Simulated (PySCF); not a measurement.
**Telling isomers of C$_{2}$H$_{12}$O$_{2}$Si$_{4}$ apart by NMR**

All values are calculated (PySCF 2.14.0 with density-fitted response routines): geometry from GFN2-xTB, PBE0/pcSseg-1 with gauge-including orbitals. Rapidly exchanging positions averaged, gas phase, a single conformation, relativity neglected.

Referencing at the same level of theory: 1H and 13C against TMS. Where no couplings were computed, multiplicities follow the n + 1 count of equivalent neighbours, and m marks all less simple cases (inequivalent or close neighbours, rings, F or P nearby). Shifts are as computed. Against solution values, carbons near 30 ppm lie about +3 ppm off and those near 130 ppm about +5 ppm. Of 1211 compounds with measured shifts, 218 miss one by over three times the rms of a fit or turn the order of signals round; such compounds aren't used in these exercises.

(1) Tabulate the signals of `[SiH3]O[Si@@H]1C[SiH2][SiH2]CO1`, `CC(=O)O[Si@H]([SiH3])[SiH2][SiH3]`, `C[Si]([SiH3])([SiH3])[SiH2]OC=O` and their relative energies.

(2) What is the quickest way to tell CC(=O)O[Si@H]([SiH3])[SiH2][SiH3] from C[Si]([SiH3])([SiH3])[SiH2]OC=O?

(3) What is the quickest way to tell [SiH3]O[Si@@H]1C[SiH2][SiH2]CO1 from C[Si]([SiH3])([SiH3])[SiH2]OC=O?

(4) What is the quickest way to tell [SiH3]O[Si@@H]1C[SiH2][SiH2]CO1 from CC(=O)O[Si@H]([SiH3])[SiH2][SiH3]?

Answers

(1) 
```json
{"SMILES": "[SiH3]O[Si@@H]1C[SiH2][SiH2]CO1", "carbon types": "2×CH2", "δC": "53.9, -7.7", "δH": "5.30 (s, 3H), 4.71 (m, 1H), 4.57 (m, 1H), 4.48 (m, 1H), 4.48 (m, 1H), 4.39 (m, 1H), 4.07 (m, 1H), 3.63 (m, 1H), 0.09 (m, 1H), -0.30 (m, 1H)", "E rel. (kcal/mol)": "0.0"}
{"SMILES": "CC(=O)O[Si@H]([SiH3])[SiH2][SiH3]", "carbon types": "1×C 1×CH3", "δC": "180.8, 24.5", "δH": "5.43 (m, 1H), 4.02 (m, 1H), 3.59 (d, 3H), 3.57 (m, 3H), 3.33 (m, 1H), 2.15 (s, 3H)", "E rel. (kcal/mol)": "47.3"}
{"SMILES": "C[Si]([SiH3])([SiH3])[SiH2]OC=O", "carbon types": "1×CH 1×CH3", "δC": "165.1, -7.7", "δH": "8.08 (s, 1H), 5.45 (s, 2H), 3.68 (s, 6H), 0.22 (s, 3H)", "E rel. (kcal/mol)": "46.1"}
```

Energies are electronic energies at PBE0/pcSseg-1 on these geometries, without zero-point or thermal terms, each for the one conformer computed, which needn't be the lowest.

(2) Both give the same number of carbon signals, but DEPT or the intensities differ. The first has a carbonyl carbon (C) at 180.8 ppm, the second a carbonyl carbon (CH) at 165.1 ppm. In the proton spectra the most deshielded non-exchanging signals are 5.43 (m, 1H) and 8.08 (s, 1H).

(3) Both give the same number of carbon signals, but DEPT or the intensities differ. The first has an sp3 CH2 bonded to O and Si at 53.9 ppm, the second a carbonyl carbon (CH) at 165.1 ppm. In the proton spectra the most deshielded non-exchanging signals are 5.30 (s, 3H) and 8.08 (s, 1H).

(4) Both give the same number of carbon signals, but DEPT or the intensities differ. The first has an sp3 CH2 bonded to O and Si at 53.9 ppm, the second a carbonyl carbon (C) at 180.8 ppm.
